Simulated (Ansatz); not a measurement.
`BB(C)O` + `C[NH][GeH3]` → `B[N](C)[GeH3]` + `CBO` at 600 K and 1 bar (cleavage of the B–B bond).

Calculated with Ansatz (gas phase, PBE0-D4/def2-TZVP geometries, no zero-point term in ΔE). CCSD(T)/CBS is the MP2 limit (def2-TZVPP, def2-QZVPP) plus CCSD(T) − MP2 in def2-TZVPP, frozen cores. For Ge outer-core shells are correlated without core-valence functions, which leaves a few kJ/mol of doubt a bond. Scalar relativity is left out up to krypton. One conformer a species, not always the lowest.

```json
{"species": "`BB(C)O`", "CCSD(T)/CBS energy (Eh)": "-166.44417", "H − E (kJ/mol)": "252.4", "S (J/(mol·K))": "397.3"}
{"species": "`C[NH][GeH3]`", "CCSD(T)/CBS energy (Eh)": "-2173.06430", "H − E (kJ/mol)": "253.9", "S (J/(mol·K))": "386.3"}
{"species": "`B[N](C)[GeH3]`", "CCSD(T)/CBS energy (Eh)": "-2198.49616", "H − E (kJ/mol)": "297.1", "S (J/(mol·K))": "428.1"}
{"species": "`CBO`", "CCSD(T)/CBS energy (Eh)": "-141.08489", "H − E (kJ/mol)": "208.4", "S (J/(mol·K))": "331.4"}
```

H − E and S are ideal-gas, rigid-rotor, harmonic terms from PBE0-D4/def2-TZVP, for one conformer and one mirror image of each species. 1 Eh = 2625.50 kJ/mol, R = 8.31446 J/(mol·K).

Q: By hand: ΔE, ΔH, ΔS and ΔG.

A: ΔE = (-2198.49616) + (-141.08489) − (-166.44417) − (-2173.06430) = -0.07258 Eh = -190.6 kJ/mol. Δ(H − E) = 297.1 + 208.4 − 252.4 − 253.9 = -0.8, so ΔH = -191.4 kJ/mol. ΔS = 428.1 + 331.4 − 397.3 − 386.3 = -24.1 J/(mol·K). ΔG = -191.4 − 600 × (-24.1)/1000 = -176.9 kJ/mol.

Q: By hand: the equilibrium constant, and the temperature at which ΔG would vanish if ΔH and ΔS stayed fixed.

A: log₁₀ K = −ΔG/(RT ln 10) = 15.4. ΔG = 0 at ΔH/ΔS = 7942 K, far beyond where these terms or the molecules hold.

ΔH outweighs TΔS. A doubt of 5 kJ/mol in ΔE shifts log₁₀ K by 0.4 here. Other conformers and mirror images would add mixing entropy, several J/(mol·K) or more a flexible species. Modes under 60 cm⁻¹, often nearly free rotors, make the harmonic entropy too high. These are equilibria of isolated gas molecules and say nothing of rates. Largest T1 diagnostic: 0.013 (customary marks: 0.02 for closed shells, 0.045 for open ones).
